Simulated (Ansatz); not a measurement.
Cl₂H₂NNbO (`[NH]=[Nb]([OH])([Cl])[Cl]`). Charge 0, multiplicity 1. Nb takes the def2 core potential.

```xyz
7

N     1.060   -0.927    0.109
Nb   -0.083    0.357    0.298
O    -1.311    0.234   -1.118
Cl   -1.144    0.056    2.316
Cl    1.075    2.342    0.193
H     1.750   -1.661    0.039
H    -1.346   -0.400   -1.837
```

(1) List the harmonic frequencies (cm⁻¹, unscaled) at PBE0-D4/def2-TZVP in Ansatz. (Best estimate.)

(2) Is this a minimum?

(3) Give the ideal-gas thermochemistry at 298.15 K and 1 bar (rigid rotor, harmonic oscillator; point group Cs, symmetry number 1).

(4) And at 400, 500, 600, 800 and 1000 K?

Answers

(1) Ansatz gave: 105, 155, 157, 202, 246, 399, 415, 465, 508, 551, 639, 749, 1037, 3644, 3912.

(2) Yes, all 15 modes are real.

(3) Zero-point energy 78.8 kJ/mol; H(298) − E = 100.8 kJ/mol; entropy 365.5 J/(mol·K), of which translation 174.7, rotation 119.8, vibration 71.0; G(298) − E = -8.2 kJ/mol.

(4) 
```tsv
T (K)	H − E (kJ/mol)	S (J/mol/K)	G − E (kJ/mol)
400	112.4	399.0	-47.2
500	124.7	426.4	-88.5
600	137.5	449.8	-132.3
800	164.1	488.0	-226.3
1000	191.6	518.7	-327.1
```
